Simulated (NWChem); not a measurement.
# AuPH3I; SMILES [PH3]->[Au][I]

def2 effective core potentials on I, Au; no spin-orbit coupling.

Question: Give the equilibrium geometry at PBE0/def2-SVP with def2 effective core potentials on I, Au (NWChem) as a Z-matrix, with the point group.

Answer: point group C3v; any orientation.
```
P
H 1 1.4166
H 1 1.4166 2 99.37
H 1 1.4169 2 99.38 3 -101.22
Au 1 2.2774 2 118.34 3 129.25
I 5 2.5747 3 156.90 1 -179.95
```
